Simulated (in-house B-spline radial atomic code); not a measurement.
RPA and G0W0 for Cl⁻, [Ne] 3s2 3p6, as one setting changes: the share of exact exchange in the PBE hybrid start. A dash marks a level of low quasi-particle weight. Computed with a B-spline radial code for spherical atoms: all electrons, non-relativistic, point nucleus, each spin shell either full or empty, empty states to l = 9 with an (l + 1/2)⁻⁴ tail; G0W0 by contour deformation at full frequency.

```json
{"share of exact exchange in the PBE hybrid start": "0.5", "mean-field level (eV)": "-2.273", "G0W0 level (eV)": "3p -3.679", "RPA correlation (Eh)": "-0.9976"}
{"share of exact exchange in the PBE hybrid start": "0.6", "mean-field level (eV)": "?", "G0W0 level (eV)": "?", "RPA correlation (Eh)": "?"}
{"share of exact exchange in the PBE hybrid start": "0.7", "mean-field level (eV)": "?", "G0W0 level (eV)": "?", "RPA correlation (Eh)": "?"}
{"share of exact exchange in the PBE hybrid start": "0.8", "mean-field level (eV)": "-3.864", "G0W0 level (eV)": "3p -3.850", "RPA correlation (Eh)": "-0.95537"}
{"share of exact exchange in the PBE hybrid start": "0.9", "mean-field level (eV)": "-4.405", "G0W0 level (eV)": "3p -3.878", "RPA correlation (Eh)": "-0.94256"}
{"share of exact exchange in the PBE hybrid start": "1", "mean-field level (eV)": "-4.951", "G0W0 level (eV)": "3p -3.896", "RPA correlation (Eh)": "-0.93029"}
```

Task: What belongs in the row for 0.7?

Result: mean-field level (eV): -3.328; G0W0 level (eV): 3p -3.810; RPA correlation (Eh): -0.96877.

Task: What belongs in the row for 0.6?

Result: mean-field level (eV): -2.797; G0W0 level (eV): 3p -3.755; RPA correlation (Eh): -0.98283.

Task: At what share of exact exchange does G0W0 leave the highest level unchanged?

Result: Near 0.80, where the shift changes sign (-0.483 eV at 0.7, +0.014 eV at 0.8).
